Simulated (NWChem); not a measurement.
# CH6AuN; SMILES [Au]([CH3])<-[NH3]

Results from NWChem. The geometry was optimised at PBE0/def2-SVP. def2 effective core potentials on Au; no spin-orbit coupling. B3LYP is NWChem's, with the RPA form of VWN correlation. Vertical excitations in the gas phase; the lowest state need not have the same character in each row.

Task: Order these by “lowest excitation, singlet (eV)”, lowest first: B3LYP/def2-SVP, full TDDFT; PBE/def2-SVP, full TDDFT; PBE0/def2-SVP, full TDDFT; Hartree-Fock/def2-SVP, TDHF.

Result: PBE/def2-SVP, full TDDFT (4.86), B3LYP/def2-SVP, full TDDFT (5.18), PBE0/def2-SVP, full TDDFT (5.42), Hartree-Fock/def2-SVP, TDHF (6.21)
